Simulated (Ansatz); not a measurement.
C3H10Si2 (`C[SiH2]/C=C/[SiH3]`), relaxed with RKS PBE0-D4/def2-TZVP in Ansatz 0.2.0 from a PBE-D4/def2-SVP geometry. The force threshold is 0.005 eV/Å; the program also tests the step.

Charge 0, multiplicity 1.

Start:

```xyz
15

C     2.242   -1.356   -1.011
Si    1.399   -0.788    0.586
C    -0.380   -0.253    0.263
C    -0.851    1.002    0.466
Si   -2.622    1.539    0.128
H     2.268   -0.535   -1.755
H     1.699   -2.212   -1.461
H     3.284   -1.679   -0.811
H     1.408   -1.926    1.578
H     2.132    0.383    1.187
H    -1.083   -1.016   -0.131
H    -0.151    1.768    0.859
H    -3.279    2.048    1.386
H    -3.404    0.366   -0.402
H    -2.660    2.658   -0.882
```

**Question.** How much energy does the relaxation release, and in how many steps? (An estimate is asked.)

**Answer.** Ansatz gave: 6.03 kJ/mol, in 6 steps.

**Question.** Which bonds change most? (An estimate is asked.)

**Answer.** The calculation gave: C1–Si2 from 1.892 to 1.871 Å; Si5–H13 from 1.508 to 1.489 Å; Si5–H15 from 1.508 to 1.489 Å; Si5–H14 from 1.506 to 1.487 Å.

**Question.** Give the relaxed structure. (Estimate.)

**Answer.** The calculation gave: 
```xyz
15

C     2.218   -1.343   -1.000
Si    1.379   -0.777    0.574
C    -0.382   -0.247    0.253
C    -0.837    0.992    0.465
Si   -2.591    1.521    0.129
H     2.246   -0.537   -1.736
H     1.684   -2.188   -1.442
H     3.244   -1.661   -0.799
H     1.388   -1.893    1.562
H     2.098    0.387    1.165
H    -1.080   -0.989   -0.140
H    -0.142    1.736    0.860
H    -3.242    2.020    1.372
H    -3.354    0.356   -0.394
H    -2.628    2.624   -0.870
```
